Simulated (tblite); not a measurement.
Species: C5H8F2Si.
Structure used (GFN2-xTB), in Å, numbered top down from 1:
```xyz
16
C5H8F2Si angstrom
C      3.2644   -0.6672    0.4377
C      2.0369    0.0355    0.1573
C      1.0116    0.6228   -0.0856
Si    -0.5752    1.4984   -0.3816
F     -0.8275    1.6059   -1.9775
C     -2.0359    0.4212    0.2531
C     -2.0023   -1.0158   -0.2433
F     -2.0250    0.4116    1.6492
H      3.9403   -0.5910   -0.4135
H      3.7448   -0.2346    1.3148
H      3.0551   -1.7186    0.6332
H     -0.6192    2.8622    0.1166
H     -2.9988    0.8779   -0.0108
H     -1.0797   -1.4990    0.0700
H     -2.8436   -1.5787    0.1569
H     -2.0534   -1.0216   -1.3287
```

Method: GFN2-xTB as coded in tblite; computed harmonic values from a numerical Hessian at the method's own geometry, unscaled. Errors from tens to a few hundred cm⁻¹ against measured bands are possible. Modes of hydrogen on silicon can be 10 to 20 % off. One conformer, not necessarily the lowest. The optimisation stopped once no atom felt more than 0.01 eV/Å.

Lowest wavenumbers of the output (negative numbers stand for imaginary wavenumbers):
```
mode    cm-1
  1     -31.2
  2      28.3
  3      54.8
  4      98.1
  5     137.0
  6     188.3
  7     203.6
  8     218.8
  9     296.3
 10     313.5
```

Question: Is this structure a minimum?

Answer: Not by this Hessian. 1 mode is imaginary beyond 20i (31i cm⁻¹), so at this level the point lies at or near a first-order saddle. The curvature is small, so loose convergence or finite differences may be the whole cause.

Question: Which atoms move in the imaginary mode?

Answer: 31i: H9 (methyl hydrogen) 33 %, H11 (methyl hydrogen) 33 %, H10 (methyl hydrogen) 33 %. These are shares of the mass-weighted motion.

Question: What is the remedy?

Answer: Step along that mode in both directions, optimise again with tighter thresholds and repeat the frequencies. The zero-point energy of this point (71.6 kcal/mol) counts the 41 real modes alone, and thermal corrections from it aren't those of a minimum.

Hardware: Arm Neoverse N1, one thread, shared host with 64 logical CPUs at a one-minute load of 59. Cost: 0.89 s of wall time. The figure is for the frequency step alone.
